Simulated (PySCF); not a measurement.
CH5Br2NSi. Atoms are numbered in the order given.

```xyz
10

C      1.4270    -1.7999     0.0000
Si    -0.0664    -0.6999     0.0000
N     -1.5773    -1.5104     0.0000
Br     0.0361     0.5747     1.8347
Br     0.0361     0.5747    -1.8347
H      1.4141    -2.4413    -0.8945
H      1.4141    -2.4413     0.8945
H      2.3519    -1.2056     0.0000
H     -2.1475    -1.4838    -0.8381
H     -2.1475    -1.4838     0.8381
```
Charge 0, spin multiplicity 1.

Geometry optimised at PBE0-D3(BJ)/def2-SVP. A frequency run showed that this geometry is not a minimum. This is a generated structure with no PubChem entry under its InChIKey; it may be hypothetical. One conformer was computed; it need not be the lowest.

These are PySCF with PBE0/def2-TZVP values and carry that method's errors.

Task: Estimate the frontier levels, gap, dipole moment and polarisability. (Estimate from the structure and the level; the computed values follow.)

Result: 
The highest occupied level comes out as -7.92 eV and the lowest empty level comes out as 0.14 eV. The orbital gap is 8.06 eV and the dipole moment is 2.01 D. The quadrupole, principal values (traceless, Buckingham form, about the centre of nuclear charge) is -3.90, -2.11, 6.01 D·Å and the mean static polarisability comes out as 82.2 bohr³ (12.19 Å³). The polarisability, principal values comes out as 73.3, 80.4, 93.0 bohr³.
